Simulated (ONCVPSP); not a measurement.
# Logarithmic derivatives: palladium (Pd), ONCV

```
Element                 : palladium
Generator               : ONCVPSP 4.0.1
Type                    : optimised norm-conserving Vanderbilt (ONCV)
Functional              : PBE
Relativity              : scalar-relativistic
Frozen core             : [Ar] 3d10
Valence charge          : 18
Reference configuration : 4s2 4p6 4d8 (charge +2)
Partial waves           : 4s: rc 1.00 bohr, ncon 4, nbas 7, qcut 7.7 1/bohr, 3 projectors, debl 2.1 Ha; 4p: rc 1.00 bohr, ncon 3, nbas 6, qcut 9.7 1/bohr, 2 projectors, debl 2.4 Ha; 4d: rc 1.55 bohr, ncon 4, nbas 9, qcut 10.5 1/bohr, 2 projectors, debl 2.1 Ha
Local potential         : polynomial inside 0.95 bohr (lpopt 3, dvloc0 0 Ha)
Core correction         : Teter function, fcfact 5.75, rcfact 1.05
```

In the s channel the program set the typed energies aside and used -4.060, 0.250, 2.350 Ha. In the p channel the program set the typed energies aside and used -2.796, 0.250 Ha.

The phase is arctan(r·R′/R) of the radial function R(r), unwrapped; energies in Ha, scanned from -6 to 5 Ha. A pole is an energy at which the radial function vanishes at the test radius. The pseudo phase is shifted by a multiple of π to meet the all-electron one at the reference energy, and phase errors are pseudo minus all-electron; the curves can meet again beyond the range given. Levels narrower than the energy grid can be missing from the lists of poles.

```tsv
channel	radius (bohr)	reference energy (Ha)	poles, all-electron	poles, pseudo	unbroken range about the reference energy with phases within 0.05 rad	phase error 1 Ha above the reference energy (rad)
s	1.01	-4.06	1.76	1.76	the whole range	-0.000
p	1.01	-2.80	3.74	3.73	the whole range	+0.000
d	1.57	-1.00	0.27	0.27	the whole range	+0.000
```

Phases in the d channel:

```
E (Ha)  all-electron  pseudo
 -5.96         1.309   1.309
 -5.68         1.298   1.298
 -5.40         1.286   1.286
 -5.12         1.272   1.272
 -4.84         1.257   1.257
 -4.56         1.238   1.238
 -4.28         1.216   1.216
 -4.00         1.190   1.189
 -3.72         1.157   1.157
 -3.44         1.115   1.115
 -3.16         1.060   1.060
 -2.88         0.984   0.984
 -2.60         0.873   0.873
 -2.32         0.699   0.699
 -2.04         0.409   0.409
 -1.76        -0.048  -0.048
 -1.48        -0.570  -0.570
 -1.20        -0.953  -0.953
 -0.92        -1.185  -1.185
 -0.64        -1.330  -1.330
 -0.36        -1.429  -1.429
 -0.08        -1.501  -1.501
  0.20        -1.559  -1.559
  0.48        -1.608  -1.608
  0.76        -1.652  -1.652
  1.04        -1.694  -1.694
  1.32        -1.736  -1.736
  1.60        -1.782  -1.782
  1.88        -1.833  -1.833
  2.16        -1.895  -1.895
  2.44        -1.974  -1.974
  2.72        -2.080  -2.081
  3.00        -2.234  -2.235
  3.28        -2.469  -2.470
  3.56        -2.826  -2.828
  3.84        -3.280  -3.284
  4.12        -3.689  -3.693
  4.40        -3.971  -3.975
  4.68        -4.152  -4.155
  4.96        -4.273  -4.275
```
